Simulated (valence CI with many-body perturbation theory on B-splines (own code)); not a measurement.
# How close is CI+MBPT for Ba VII?

Method: relativistic CI+MBPT: four valence electrons over a frozen Dirac-Fock core [Kr] 4d10, radial functions for each j: 7 s, 7 p, 7 d, 7 f, 4 g, 2 h, with the one-electron correlation potential Σ1 (screened to all orders), the two-electron term Σ2, the three-electron term Σ3, Breit, model QED; selected single and double excitations, second order for the rest, scaled by the run's own slope (own B-spline code, finite nucleus).

Against 27 measured levels this calculation errs by 364 cm⁻¹ on average and by 790 at most. These come from a selection out of Sansonetti and Curry, J. Phys. Chem. Ref. Data 39, 043103 (2010). Levels without a partner in it may be off by more, other configurations by several thousand cm⁻¹. Among the levels kept, up to 400 cm⁻¹ of a level comes from second order outside the variational space, and about a tenth of that is noise between levels of different J, which matters for small intervals. 1 measured level below the end of the list, from 223820 cm⁻¹ on, found no clear computed partner.

Measured levels: Sansonetti and Curry, J. Phys. Chem. Ref. Data 39, 043103 (2010). Pairs share parity and J, and are chosen by configuration, term and nearness in energy; levels without a clear partner are left out. Energies in cm⁻¹ above the measured ground level.

Names give the largest LS component (configuration and term), which can be under half, so a name can repeat, a term be missing and a line seem to break the LS rules; names also repeat where a configuration has a term twice. Letters in brackets count levels of one name in rising energy.

```tsv
Computed label	Label in the source	Measured	Computed	Difference
5s2 5p2 3P_0	5s2 5p2 3P	0	0.0	0
5s2 5p2 3P_1	5s2 5p2 3P	15506.6	15473.5	-33
5s2 5p2 3P_2	5s2 5p2 3P	21499.2	21508.5	+9
5s2 5p2 1D_2	5s2 5p2 1D	42514.2	42529.8	+16
5s2 5p2 1S_0	5s2 5p2 1S	61082.5	61215.7	+133
5s 5p3 5S°_2	5s 5p3 5S°	122162.5	121732.9	-430
5s 5p3 3D°_1	5s 5p3 3D°	148547.3	148385.4	-162
5s 5p3 3D°_3	5s 5p3 3D°	156808	156596.1	-212
5s 5p3 3P°_0	5s 5p3 3P°	172476.7	172349.2	-127
5s 5p3 3P°_1	5s 5p3 3P°	174483.4	174399.4	-84
5s 5p3 3P°_2	5s 5p3 3P°	175439.5	175378.5	-61
5s 5p3 1D°_2	5s 5p3 1D°	192270.5	192241.6	-29
5s 5p3 3S°_1	5s 5p3 3S°	196280.5	197001.3	+721
5s2 5p 5d 3F°_2	5s2 5p 5d 3F°	206668	206812.1	+144
5s2 5p 5d 3F°_3	5s2 5p 5d 3F°	213712	213858.3	+146
5s 5p3 1P°_1	5s 5p3 1P°	219528	220080.5	+553
5s2 5p 5d 3D°_1	5s2 5p 5d 3D°	226198	226734.1	+536
5s2 5p 5d 3D°_2	5s2 5p 5d 1D°	238428	238927.7	+500
5s2 5p 5d 3D°_3	5s2 5p 5d 3D°	241412	241922.8	+511
5s2 5p 5d 3P°_0	5s2 5p 5d 3P°	242672	243025.9	+354
5s2 5p 5d 3P°_1	5s2 5p 5d 3P°	243933	244349.2	+416
5s2 5p 5d 3P°_2 [b]	5s2 5p 5d 3P°	246030	246519.6	+490
5s2 5p 5d 1F°_3	5s2 5p 5d 1F°	258404	259048.2	+644
5s2 5p 5d 1P°_1	5s2 5p 5d 1P°	264607	265266.7	+660
5s2 5p 6s 3P°_0	5s2 5p 6s 3P°	293555	294239.1	+684
5s2 5p 6s 3P°_1	5s2 5p 6s 3P°	294884	295594.2	+710
5s2 5p 6s 3P°_2	5s2 5p 6s 3P°	316139	316810.9	+672
5s2 5p 6s 1P°_1	5s2 5p 6s 1P°	319558	320348.2	+790
```

Over 27 excited levels the mean absolute difference is 364 cm⁻¹, the median 416 and the largest 790. The comparison draws on a selection of the measured levels: 28 of the 197 computed ones have a partner in it, and others may be off by more.

These 1 measured levels below the end of the computed list are not counted above. Beside each stands the unpaired computed level of its name, or else the nearest of its J and parity; the gap is either an error of the method or a doubtful assignment.

```tsv
Label in the source	J	Measured	Unpaired level	Computed
5s2 5p 5d 3D°	2	223820	5s2 5p 5d 3P°_2 [a]	224345
```
